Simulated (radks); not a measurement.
Task: The mean radii <r> (bohr) of the occupied orbitals of an atom or ion are listed with their occupations. Method: scalar-relativistic Kohn-Sham, PBE, spin-polarised, spherical densities, point nucleus; computed with a radial shooting solver on a logarithmic mesh with Libxc functionals.

| orbital | occ. | <r> |
|---|---|---|
| 1s up | 1 | 0.04149 |
| 1s down | 1 | 0.04149 |
| 2s up | 1 | 0.1835 |
| 2s down | 1 | 0.1835 |
| 2p up | 3 | 0.1601 |
| 2p down | 3 | 0.1601 |
| 3s up | 1 | 0.5302 |
| 3s down | 1 | 0.5301 |
| 3p up | 3 | 0.5404 |
| 3p down | 3 | 0.5402 |
| 3d up | 5 | 0.5554 |
| 3d down | 5 | 0.5539 |
| 4s up | 1 | 1.501 |
| 4s down | 1 | 1.501 |
| 4p up | 3 | 1.730 |
| 4p down | 1 | 1.747 |

Name the element and its charge. Open shells, if any, are filled with parallel spins first.

Result: Z = 36, krypton, charge +2: Kr2+ in [Ar] 3d10 4s2 4p4. The 1s radius gives Z: for a bare nucleus <r> = (2 gamma + 1)/(2Z) with gamma = sqrt(1 - (Z/c)^2), 0.04069 bohr for Z = 36, and screening makes it slightly larger (0.04149 here). The occupations add up to 34, and the charge is Z minus that.
